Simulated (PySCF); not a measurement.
Species: C₂H₁₁BO₂Si₂.
SMILES with atom numbers: `[CH3:1][O:2][B:3]([O:4][CH3:5])[SiH2:6][SiH3:7]`

Structure used (PBE0-D3(BJ)/def2-SVP), in Å, numbered top down from 1:
```xyz
18
C2H11BO2Si2 angstrom
C     -0.8730   -2.4282    0.2921
O     -1.0244   -1.0283    0.3576
B      0.0091   -0.1639    0.2146
O      1.2560   -0.6542   -0.0007
C      2.4054    0.1328   -0.1466
Si    -0.5044    1.8075    0.3614
Si    -2.8161    1.9451    0.7067
H     -1.4926   -2.8839    1.0782
H      0.1753   -2.7325    0.4268
H     -1.2269   -2.7954   -0.6843
H      3.1313   -0.1208    0.6416
H      2.1845    1.2120   -0.0826
H      2.8704   -0.0696   -1.1240
H     -0.1380    2.5779   -0.8752
H      0.2075    2.4842    1.4982
H     -3.5441    1.2516   -0.4009
H     -3.1813    1.2880    2.0003
H     -3.2867    3.3656    0.7565
```

A calculation gives these core lines: B 1s: 196.57 eV; C 1s: 292.18 eV; O 1s: 538.39 eV; Si 1s: 1845.48 (area 1), 1845.81 (area 1) eV; Si 2p3/2: 105.79 (area 1), 106.11 (area 1) eV.

Level of theory: delta-SCF UKS SCAN, pcX-2 on the ionised atom, pcseg-1 elsewhere, spin-free X2C (PySCF 2.14.0). Isolated species at its PBE0-D3(BJ)/def2-SVP geometry (one conformer only).

Problem. Assign the Si 1s lines to atoms.

Solution. 1845.48 eV: Si6 (SiH2 silicon); 1845.81 eV: Si7 (SiH3 silicon). The listed Si 1s values span 0.33 eV, from Si6 (bonded to 2 H, B and Si) to Si7 (bonded to 3 H and Si).

Problem. Which silicon gives which Si 2p3/2 line?

Solution. 105.79 eV: Si6 (SiH2 silicon); 106.11 eV: Si7 (SiH3 silicon). Lowest listed Si 2p3/2: Si6, bonded to 2 H, B and Si. Highest, 0.32 eV above it: Si7, bonded to 3 H and Si. Summing the Pauling electronegativity differences to the bonded atoms, each weighted by its formal bond order, gives +0.74 for the lowest site and +0.90 for the highest.

Bonded neighbours of each site: C1/C5: O and 3 H; O2/O4: C and B; B3: 2 O and Si; Si6: 2 H, B and Si; Si7: 3 H and Si.

Problem. Which effective nuclear charge Zeff reproduces each element's mean 1s value in the hydrogen-like formula E = 13.606 eV × Zeff²?

Solution. B (Z = 5): mean 196.6 eV, Zeff = 3.80, Z − Zeff = 1.20; C (Z = 6): mean 292.2 eV, Zeff = 4.63, Z − Zeff = 1.37; O (Z = 8): mean 538.4 eV, Zeff = 6.29, Z − Zeff = 1.71; Si (Z = 14): mean 1845.6 eV, Zeff = 11.65, Z − Zeff = 2.35. Means run over the listed sites, weighted by atom count.

One atom of each set of topologically equivalent atoms was ionised and stands for the set; in this conformer not all members are related by symmetry, and their own values weren't computed. Spin–orbit coupling isn't in the SCF: each 2p doublet comes from a relaxed spin-free hole plus a matrix of the shell (mean-field spin–orbit coupling and the ground-state 2p splitting), with 2p3/2 averaged over its two sublevels. 2p1/2 minus 2p3/2 (ligand field included): Si 0.62 eV.
